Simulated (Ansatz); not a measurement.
Mulliken charges of C2H5ClOSi, SMILES `OC1(Cl)C[SiH2]1` from r2SCAN/def2-TZVPP in Ansatz (PBE0-D4/def2-TZVP geometry).

| atom | x (Å) | y (Å) | z (Å) | charge (e) |
| --- | --- | --- | --- | --- |
| O1 | -0.507 | 0.656 | 1.609 | -0.316 |
| C2 | 0.298 | 0.277 | 0.569 | 0.187 |
| Cl3 | 2.045 | 0.304 | 0.974 | -0.179 |
| C4 | -0.103 | -0.964 | -0.236 | -0.276 |
| Si5 | -0.173 | 0.636 | -1.193 | 0.319 |
| H6 | -0.497 | -0.044 | 2.275 | 0.196 |
| H7 | -1.052 | -1.396 | 0.071 | 0.088 |
| H8 | 0.672 | -1.696 | -0.434 | 0.086 |
| H9 | -1.498 | 1.224 | -1.475 | -0.055 |
| H10 | 0.897 | 0.952 | -2.158 | -0.049 |

Q: By hand: the dipole of these point charges (1 e Å = 4.8032 D).

A: Σ q r = (-0.271, -0.132, -0.290) e Å, of length 0.418 e Å = 2.01 D.

Q: How does the dipole of the full density compare? (Best estimate.)

A: The calculation gave: (-0.302, -0.290, -0.151) e Å, 2.14 D; the point charges give 0.94 times that, at 28° from its direction.

Point charges leave out the atoms' own dipoles, such as those of lone pairs, and Mulliken's split depends on the basis, so the two needn't agree.
